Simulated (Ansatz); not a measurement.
`C[O][Mg][O][SiH3]` + `N=C(F)F` → `FC(F)=N[SiH3]` + `C[O][Mg][OH]`  (ligand exchange at the Si–O bond)

Isolated molecules relaxed with PBE0-D4/def2-TZVP in Ansatz; ΔE leaves out vibrations. CBS: MP2 limit from def2 TZ/QZ plus the TZ coupled-cluster correction, frozen cores. For Mg outer-core shells are correlated without core-valence functions, which leaves a few kJ/mol of doubt a bond. Each species was taken in one conformer, which may not be the lowest.

| species | CCSD(T)/CBS(def2) energy (Eh) |
| --- | --- |
| `C[O][Mg][O][SiH3]` | -681.10456 |
| `N=C(F)F` | -292.91376 |
| `FC(F)=N[SiH3]` | -583.21240 |
| `C[O][Mg][OH]` | -390.77688 |

(1) Work out ΔE.

Largest T1 diagnostic among the species: 0.013.

## Answers

(1) ΔE = (-583.21240) + (-390.77688) − (-681.10456) − (-292.91376) = 0.02904 Eh = +0.79 eV.

From PBE to PBE0 (25 % exact exchange), in def2-TZVPP and without D4, ΔE moves by +0.04 eV. Leaving LDA and LC-ωPBE aside and taking each functional with its dispersion term where it has one, the values, not all of them listed here, spread over 0.14 eV, from revPBE-D4 to B97M-V. In def2-TZVPP, CCSD(T) changes the Hartree–Fock value by −0.07 eV (the triples alone add −0.02 eV) and MP2 by −0.12 eV.
